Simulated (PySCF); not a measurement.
C2H4N, doublet, at a GFN2-xTB geometry. Base run: PySCF with HF/6-31+G*.

PySCF was given this input:
```python
from pyscf import gto, scf, solvent

mol = gto.Mole()
mol.atom = '''
    C     1.31107331   -0.14446495   -0.22062032
    N     0.11673440   -0.32910204   -0.26665945
    C    -1.07714417    0.24649273    0.28108434
    H     1.96541987    0.56075054    0.27643571
    H    -1.71218234    0.55703293   -0.54854454
    H    -1.59784854   -0.52934420    0.84227664
    H    -0.87610460    1.10310829    0.93366423
'''
mol.basis = '6-31+g*'
mol.spin = 1
mol.verbose = 4
mol.build()

mf = scf.UHF(mol)
mf.kernel()
```

Variants of this job, named by their change:

```csv
change,ΔE vs base (kJ/mol),dipole (D)
base,0.00,2.19
model = COSMO; solvent = n-hexane,-5.85,2.37
model = IEF-PCM; solvent = n-hexane; vdw_scale = 1.4,-3.68,2.32
model = IEF-PCM; solvent = tetrahydrofuran,-13.86,2.63
model = IEF-PCM; solvent = n-hexane; vdw_scale = 1.0,-9.58,2.43
model = IEF-PCM; solvent = acetonitrile,-16.88,2.73
model = IEF-PCM; solvent = n-hexane; lebedev_order = 11,-5.62,2.37
model = C-PCM; solvent = n-hexane,-7.53,2.43
model = IEF-PCM; solvent = n-hexane; lebedev_order = 41,-5.86,2.37
model = IEF-PCM; solvent = dimethylsulfoxide,-17.09,2.74
model = SS(V)PE; solvent = n-hexane,-5.80,2.37
model = IEF-PCM; solvent = n-hexane; r_probe = 0.5,-2.79,2.30
```

The base is the gas phase, so ΔE is the electrostatic part of solvation at a fixed geometry, without cavity and dispersion terms.

Open shells are given as the SCF converged; they aren't shown to be the lowest states, and a large step between rows can be another state.
